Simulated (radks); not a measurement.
Problem. The table gives one normalised radial function P(r) = r R(r) of Cd40+ in [He] 2s2 2p4 (r in bohr). Calculated with a radial shooting solver on a logarithmic mesh with Libxc functionals: non-relativistic Kohn-Sham, SCAN, spin-polarised, spherical densities, point nucleus; open shells are filled with parallel spins first (spin-orbit coupling, left out, can overturn this in heavy ions); meta-GGA in the generalised Kohn-Sham scheme; relativity is left out, which matters for an element this heavy.

| r | P |
|---|---|
| 0.002481 | 0.4823 |
| 0.003006 | 0.5693 |
| 0.003642 | 0.6683 |
| 0.004413 | 0.7789 |
| 0.005348 | 0.8998 |
| 0.006479 | 1.0284 |
| 0.007851 | 1.1592 |
| 0.009513 | 1.2844 |
| 0.01153 | 1.3916 |
| 0.01397 | 1.4643 |
| 0.01692 | 1.4808 |
| 0.0205 | 1.4155 |
| 0.02504 | 1.2304 |
| 0.03035 | 0.9144 |
| 0.03677 | 0.4482 |
| 0.04455 | -0.1638 |
| 0.05398 | -0.8842 |
| 0.06541 | -1.6377 |
| 0.07925 | -2.3113 |
| 0.09603 | -2.7767 |
| 0.1164 | -2.9224 |
| 0.141 | -2.7071 |
| 0.1708 | -2.1886 |
| 0.207 | -1.5181 |
| 0.2508 | -0.8816 |
| 0.3039 | -0.4152 |
| 0.3682 | -0.1524 |
| 0.4461 | -0.0415 |

Which n and l does it have? It may be an empty orbital.

Solution. n = 2, l = 0: the number of nodes gives n - l - 1 = 1, the rise at small r (about r^(l+1)) gives l, and the extent must fit the shell. The curve is that of 2s down; the table hardly tells the two spins apart. 2s down: eigenvalue -6305.3 eV, 1 radial node at r = 0.0425 bohr, <r> = 0.133 bohr, 90 % of the charge inside 0.203 bohr.
